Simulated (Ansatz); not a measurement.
# ZnH₂, singlet: CASSCF and its corrections

Program: Ansatz, Gaussian basis, development build. Basis cc-pVTZ, nonrelativistic, 5 orbitals frozen in the corrections. State-specific CASSCF; RHF is the lowest restricted (open-shell) Hartree–Fock solution met. No symmetry is imposed, so a solution can break that of the shape. No proof that the lowest CASSCF solution was found.

Geometry:

```xyz
3

Zn    0.0000    0.0000    0.0000
H     0.0000    0.0000    1.6830
H     0.0000    0.0000   -1.6830
```

Task: What do CASSCF and its corrections give against RHF in CAS(2,2), and what are the occupations?

Result: CASSCF -0.439 eV, SC-NEVPT2 -24.788 eV; occupations 1.97, 0.03.

Task: How do single-reference totals in the same basis and frozen core stand against SC-NEVPT2 in CAS(2,2)?

Result: CCSD(T) +1.561 eV, CCSDT +1.585 eV. Coupled cluster stands on the determinant that it favours, which can lie over the RHF solution above, and is in doubt where the occupations are far from 0, 1 and 2.

Task: Roughly how much CPU time does a whole run from the default start take (median of such runs, summed over threads; nearly all runs on one pinned thread of a shared server, mostly Xeon at 2.3 to 2.6 GHz, by a development driver)?

Result: CAS(2,2): about 8.4 s. Other jobs ran beside these, and the count of passes differs.
